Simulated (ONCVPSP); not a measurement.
How hard is this platinum (Pt) ONCV potential?

```
Element                 : Pt
Generator               : ONCVPSP 4.0.1
Type                    : optimised norm-conserving Vanderbilt (ONCV)
Functional              : LDA (Perdew-Zunger)
Relativity              : scalar-relativistic
Frozen core             : [Kr] 4d10 4f14
Valence charge          : 18
Reference configuration : 5s2 5p6 5d9 6s1
Partial waves           : 5s+6s: rc 1.50 bohr, ncon 4, nbas 7, qcut 8.8 1/bohr, 3 projectors, debl 2.2 Ha; 5p: rc 1.70 bohr, ncon 4, nbas 7, qcut 10.1 1/bohr, 2 projectors, debl 3.2 Ha; 5d: rc 1.60 bohr, ncon 5, nbas 9, qcut 5.2 1/bohr, 2 projectors, debl 1.5 Ha
Local potential         : polynomial inside 1.15 bohr (lpopt 5, dvloc0 4 Ha)
Core correction         : Teter function, fcfact 5.25, rcfact 1.75
```

Question: For each optimised wave give the share of its norm inside rc, the residual kinetic energy above qcut (Ha) and the cutoffs (Ha) for errors of 10, 1, 0.1 and 0.01 mHa per electron.

Answer:

| wave | norm inside rc | residual KE | 10 mHa | 1 mHa | 0.1 mHa | 0.01 mHa |
| --- | --- | --- | --- | --- | --- | --- |
| 5s | 0.947 | 1.5e-06 | 22.1 | 27.8 | 32.2 | 35.6 |
| 6s | 0.055 | 1.9e-06 | 18.3 | 25.8 | 31.4 | 35.8 |
| s projector 3 | 0.099 | 9.6e-06 | 22.4 | 29.3 | 34.4 | 39.1 |
| 5p | 0.929 | 5.3e-08 | 15.4 | 28.3 | 35.3 | 40.7 |
| p projector 2 | 0.072 | 3.2e-08 | 10.0 | 25.9 | 34.3 | 40.5 |
| 5d | 0.536 | 1.4e-02 | 14.2 | 35.1 | 100.6 | 115.9 |
| d projector 2 | 0.171 | 1.6e-02 | 14.3 | 21.0 | 72.7 | 137.3 |

The occupied waves need 35 Ha and 101 Ha for 1 and 0.1 mHa.
